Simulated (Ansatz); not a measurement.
Bonds to the group Y in Y-Sn(OH)3. All species are isolated molecules in the gas phase. Each species was relaxed from one start; no search for lower structures was made at this level. In the def2 sets, heavy atoms carry core potentials. Strings in code marks are SMILES.

Level of theory: CAM-B3LYP-D3(BJ)/def2-TZVP // PBE0-D3(BJ)/def2-SVP (Ansatz, an electronic-structure program). All candidates: neutral, multiplicity 1. 

```yaml
HOMO: -8.59 eV
HOMO–LUMO gap: 8.40 eV
LUMO: -0.19 eV
```

### Question
Name which member has these values.
A. `C[CH](C)[Sn]([OH])([OH])[OH]`
B. `[OH][Sn]([OH])([OH])[CH]1CCCC1`
C. `C=C[CH2][Sn]([OH])([OH])[OH]`
D. `[OH][Sn]([OH])([OH])[c]1ccccc1`

### Answer
C, `C=C[CH2][Sn]([OH])([OH])[OH]`. The others give `[OH][Sn]([OH])([OH])[CH]1CCCC1`: -9.28 eV, 9.35 eV, 0.07 eV; `[OH][Sn]([OH])([OH])[c]1ccccc1`: -8.90 eV, 8.88 eV, -0.02 eV; `C[CH](C)[Sn]([OH])([OH])[OH]`: -9.18 eV, 9.20 eV, 0.02 eV
